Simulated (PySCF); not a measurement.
Electron correlation in Mo (molybdenum, neutral)

[Kr] 4d5 5p1, high-spin 7P determinant (an excited configuration). All numbers are calculated (PySCF 2.14, the spin-free X2C one-electron Hamiltonian (Gaussian nucleus), in x2c-QZVPPall (13s8p7d3f2g, 111 functions)). Frozen: [Ar] 3d10; 14 electrons correlated.

MP2 pair energies summed by pair of shells (mhartree):

```csv
pair,energy,share (%)
4p-4d,-151.48,39.8
4p-4p,-87.67,23.0
4d-4d,-61.41,16.1
4s-4p,-36.19,9.5
4s-4d,-21.67,5.7
4d-5p,-11.74,3.1
4s-4s,-5.87,1.5
4p-5p,-4.54,1.2
4s-5p,-0.35,0.1
```

Total MP2 correlation energy: -380.91 mhartree.

Same-spin part -145.10 and opposite-spin part -235.80 mhartree; SCS-MP2 scales them by 1/3 and 6/5 to -331.33 mhartree.

The basis was made for the ground configuration and has no added diffuse functions, which can raise the energy of the promoted electron.

This basis was not built for core-valence correlation, so the inner-shell part is incomplete.
